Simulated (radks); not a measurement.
Task: Dy, 66 electrons, occupied as [Xe] 4f10 6s1 7p1 (not the ground configuration). Method: Dirac Kohn-Sham, PBE, spin-unpolarised, spherical densities, finite nucleus; open shells fill j = l - 1/2 first; Fermi nuclear charge, rms radius 5.2218 fm; computed with a radial shooting solver on a logarithmic mesh with Libxc functionals. Some entries of the table are withheld. Estimate them.

orbital,occ.,eigenvalue (Ry),r(max) (bohr),<r^2> (bohr^2)
1s1/2,2,-3939.107,0.01337,0.0006095
2s1/2,2,(1),0.07621,0.009462
2p1/2,2,-623.8091,0.05740,0.006846
2p3/2,4,-564.9951,0.06342,0.008073
3s1/2,2,-146.1852,0.2157,0.06276
3p1/2,2,-132.1994,0.2031,0.05827
3p3/2,4,-119.9854,0.2157,0.06522
3d3/2,4,-95.93065,(2),0.05171
3d5/2,6,-93.26352,(3),0.05364
4s1/2,2,-29.13387,0.4945,0.3173
4p1/2,2,(4),0.4977,0.3327
4p3/2,4,(5),0.5246,0.3712
4d3/2,4,-11.79765,0.5299,0.4234
4d5/2,6,-11.30378,0.5386,0.4387
5s1/2,2,(6),1.160,1.912
5p1/2,2,-2.39674,(7),2.466
5p3/2,4,-2.05259,(8),2.838
4f5/2,6,-0.54396,0.5367,1.036
4f7/2,4,-0.47960,0.5420,1.098
6s1/2,1,-0.47404,3.258,15.96
7p1/2,1,-0.06923,12.11,173.7
7p3/2,0,-0.06515,12.52,182.8

Result: 
(1) 2s1/2 eigenvalue (Ry): -655.8423
(2) 3d3/2 r(max) (bohr): 0.1709
(3) 3d5/2 r(max) (bohr): 0.1744
(4) 4p1/2 eigenvalue (Ry): -23.61524
(5) 4p3/2 eigenvalue (Ry): -20.88707
(6) 5s1/2 eigenvalue (Ry): -3.87795
(7) 5p1/2 r(max) (bohr): 1.268
(8) 5p3/2 r(max) (bohr): 1.352
